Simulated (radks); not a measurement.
Polarisability of neutral ruthenium, [Kr] 4d7 5s1, at imaginary frequency. All-electron calculation, non-relativistic Kohn-Sham, LDA (Slater exchange, Perdew-Wang correlation), spin-unpolarised, spherical densities, point nucleus; relativity is left out, which matters for an element this heavy. Program: a radial shooting solver on a logarithmic mesh with Libxc functionals. Response by self-consistent Sternheimer equations with the Hartree and adiabatic LDA kernel.

w (hartree)  alpha1(iw) (bohr^3)
0.00266                    67.21
0.0143                     66.61
0.0360                     63.53
0.0697                     55.64
0.118                      43.52
0.186                      31.10
0.280                      21.32
0.413                      14.45
0.605                      9.687
0.892                      6.302
1.35                       3.844
2.12                       2.086
3.59                      0.9346
6.94                      0.3177
17.5                     0.07145

Static values: alpha1 = 67.23 bohr^3 (9.962 angstrom^3; uncoupled 114.1). C6 = 629.8, triple-dipole C9 = 28580 atomic units. One-pole (London) frequency 4 C6 / (3 alpha1^2) = 0.186 hartree, against 0.153 for minus the highest occupied eigenvalue. The dipole shielding factor is 1.000, as the force sum rule N/Z = 1.000 demands. Recommended static value: 72 bohr^3 (Schwerdtfeger and Nagle, 2023 table).

Beside tabulated values, note that spin-unpolarised runs miss the spin-polarisation part of the exchange energy of open shells.
